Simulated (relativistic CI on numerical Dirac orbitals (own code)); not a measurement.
Rh⁴⁺ (4d5) in a crystal field

Calculated by Dirac-Coulomb-Breit CI, KLI orbitals optimised for each configuration, QED by a radiative potential, valence Slater integrals scaled by 0.8, one configuration in a parametric crystal field (own radial code).

Field parameters in Wybourne normalisation: Oh B⁴₀ = 21Dq, B⁴₄ = √(5/14) B⁴₀. The field is a parameter set, without covalency.

S is read from ⟨S²⟩ = S(S + 1).

Site symmetry Oh; labels are those of the double group. Computed levels in cm⁻¹ above the lowest, in rising order:

```csv
Δ (size of 10Dq),Lowest,No. 2,No. 3,No. 4,No. 5,No. 6,No. 7,No. 8
7250,Γ7,1 Γ8,18045 Γ7,18804 Γ8,19059 Γ8,19490 Γ6,21674 Γ7,22077 Γ8
13050,Γ7,7 Γ8,11097 Γ7,13047 Γ8,13748 Γ8,14217 Γ6,15926 Γ7,16225 Γ8
18850,Γ7,163 Γ8,2129 Γ7,4825 Γ8,8614 Γ8,9056 Γ6,9275 Γ8,9689 Γ7
24650,Γ7,2858 Γ8,8352 Γ8,8500 Γ7,11969 Γ8,12325 Γ6,12931 Γ8,13263 Γ7
30450,Γ7,2780 Γ8,15937 Γ8,16275 Γ7,17349 Γ8,17698 Γ6,21600 Γ8,21709 Γ7
36250,Γ7,2721 Γ8,21876 Γ8,22212 Γ7,22860 Γ8,23219 Γ6,28499 Γ6,28585 Γ8
42050,Γ7,2676 Γ8,27589 Γ8,27900 Γ7,28445 Γ8,28813 Γ6,34127 Γ6,34217 Γ8
```

Ground-state S against |10Dq| in cm⁻¹: 7250: 2.49, 13050: 2.47, 18850: 2.30, 24650: 0.59, 30450: 0.54, 36250: 0.52, 42050: 0.51.

The spin changes between |10Dq| = 18850 and 24650 cm⁻¹.
